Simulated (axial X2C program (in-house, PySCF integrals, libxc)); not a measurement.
NaBr⁺: cheaper levels and CCSD(T), with spin–orbit coupling

All values were computed with an axial X2C code built on PySCF integrals. Two-component (2c) means X2C with spin–orbit coupling and atomic mean-field two-electron Coulomb and Gaunt terms. Basis: Br dyall-cv3z [8s9p6d4f1g], Na dyall-cv3z [9s8p5d2f] (cores contracted in-house); Gaussian nuclei, density fitting, unrestricted open shells. Masses: Br 78.918 u, Na 22.990 u.

State: Ω = 3/2 (⟨Sz⟩ = 0.50, ⟨Lz⟩ = 1.00 at HF); fragments Br + Na+.

```json
{"level": "PBE0", "Re (Å)": "2.899", "ωe (cm⁻¹)": "145.7", "De (eV)": "0.401"}
{"level": "HF", "Re (Å)": "2.973", "ωe (cm⁻¹)": "131.7", "De (eV)": "0.193"}
{"level": "MP2", "Re (Å)": "2.916", "ωe (cm⁻¹)": "141.5", "De (eV)": "0.369"}
{"level": "CCSD", "Re (Å)": "2.926", "ωe (cm⁻¹)": "140.1", "De (eV)": "0.363"}
{"level": "TPSSh", "Re (Å)": "2.917", "ωe (cm⁻¹)": "142.8", "De (eV)": "0.394"}
```

Correlated methods: 15 electrons correlated (number of frozen shells: Br 3 s, 2 p, 1 d; Na 1 s), 235 virtual spin orbitals or spinors in MP2, 90 natural virtuals in coupled cluster.

CCSD(T), same Hamiltonian and basis:

Re = 2.916 Å, ωe = 141.7 cm⁻¹, De = 0.35 eV; T1 = 0.003 (Lee–Taylor normalisation).

Question: Give the differences from CCSD(T) in the columns below.

Answer: 

| level | ΔRe (Å) | Δωe (cm⁻¹) | ΔDe (eV) |
| --- | --- | --- | --- |
| PBE0 | -0.017 | 4.0 | 0.05 |
| HF | 0.057 | -10.0 | -0.16 |
| MP2 | 0.000 | -0.2 | 0.02 |
| CCSD | 0.010 | -1.6 | 0.01 |
| TPSSh | 0.001 | 1.1 | 0.04 |

Occupations by symmetry block were frozen at the best pattern of an incomplete PBE0 search. Dissociation energies refer to the lowest single-determinant-based atoms at the same level and basis. Density functionals use the spin component along the axis (collinear). Coupled cluster ran in a truncated set of natural virtual spinors; the MP2 energy of the rest was added. (T) has no such correction and the atoms are truncated less, which lowers De at CCSD(T) by a hundredth of an eV or more. Other states lie close and PBE0, whose exact exchange favours high spin, may order them wrongly; the determinant shown need not be the ground state. The nearest other 2c determinant of the search, Ω = 1/2, lies 0.24 eV up at the distance of the search. The functionals have no current-density term, which raises determinants with orbital currents, atoms included. The atomic limit has a lower orbital projection than the molecule and lies lower at mean-field level, so De may be about a tenth of an eV too small.
